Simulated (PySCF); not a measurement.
# In²⁺ (indium, charge +2) across methods

[Kr] 4d10 5s1, 2S determinant. Calculation: PySCF 2.14, in aug-cc-pwCVTZ-PP with ECP28MDF (8s7p6d4f1g, 96 functions); scalar relativity through the core potential.

| method | E (hartree) | mean ε 4d α (eV) | mean ε 4d β (eV) | mean ε 5s α (eV) | Σ⟨r²⟩ (bohr²) | ⟨S²⟩ |
| --- | --- | --- | --- | --- | --- | --- |
| PBE | -189.2132 | -36.436 | -36.140 | -24.239 | 29.86 | 0.750 |
| wB97X | -189.2510 | -41.324 | -41.168 | -27.062 | 29.74 | 0.750 |
| r2SCAN | -189.2821 | -36.973 | -36.648 | -24.499 | 29.69 | 0.751 |
| PBE0 | -189.2205 | -38.930 | -38.653 | -25.045 | 29.79 | 0.751 |
| LDA | -188.8713 | -36.620 | -36.351 | -24.642 | 29.91 | 0.750 |
| B97-3 | -189.2713 | -39.055 | -38.825 | -24.862 | 29.75 | 0.750 |
| BLYP | -189.1766 | -36.278 | -36.031 | -24.276 | 29.91 | 0.750 |
| HSE06 | -189.2170 | -38.499 | -38.230 | -24.706 | 29.79 | 0.751 |
| UHF | -188.39376 | -45.308 | -45.090 | -26.765 | 29.91 | 0.751 |

Energies and moments cover only the electrons outside the core potential.
